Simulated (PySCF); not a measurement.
Sn(F)3(SH) (F3HSSn), SMILES [Sn]([F])([F])([F])[SH]. Atoms are numbered in the order given.

```xyz
6

F      0.8043    -1.0931     1.5150
Sn     0.0057    -0.2182     0.0000
F     -1.8585    -0.7023     0.0000
F      0.8043    -1.0931    -1.5150
S      0.1952     2.1651     0.0000
H     -1.1580     2.2644     0.0000
```

Coordinates come from a B3LYP-D3(BJ)/def2-SVP optimisation. The structure was generated by enumeration; whether it is a known compound was not checked. The def2 effective core potentials stand for the cores of Sn; spin–orbit coupling is left out. The values are those of a single conformer.

Computed with TDA-B3LYP/def2-SVPD (PySCF 2.14.0).

Vertical excitations. Gas-phase values at a fixed geometry. State labels are in the subgroup Cs.

**Question.** Give excitation energies, oscillator strengths and character. (Estimate from the structure and the level; the computed values follow.)

**Answer.** 
```csv
state,symmetry,energy (eV),λ (nm),f,main pairs
S1,A",3.87,320,0.010,HOMO→LUMO 99 %
S2,A',6.26,198,0.235,"HOMO−1→LUMO 76 %, HOMO→LUMO+3 13 %"
S3,A",6.28,198,0.000,HOMO−2→LUMO 93 %
S4,A",6.35,195,0.002,HOMO→LUMO+1 87 %
S5,A",6.41,194,0.010,"HOMO−3→LUMO 70 %, HOMO−6→LUMO 15 %"
S6,A',6.44,193,0.016,"HOMO−4→LUMO 80 %, HOMO−5→LUMO 15 %"
S7,A',6.63,187,0.025,"HOMO−5→LUMO 80 %, HOMO−4→LUMO 13 %"
S8,A",6.67,186,0.030,"HOMO−6→LUMO 79 %, HOMO−3→LUMO 13 %"
S9,A',7.11,174,0.005,HOMO−7→LUMO 83 %
S10,A",7.14,174,0.018,HOMO→LUMO+2 98 %
T1,A",3.39,365,0,HOMO→LUMO 99 %
T2,A',4.86,255,0,HOMO−1→LUMO 98 %
T3,A",5.88,211,0,HOMO→LUMO+1 92 %
T4,A",5.92,209,0,HOMO−2→LUMO 91 %
```
Triplets are in the Tamm–Dancoff approximation.
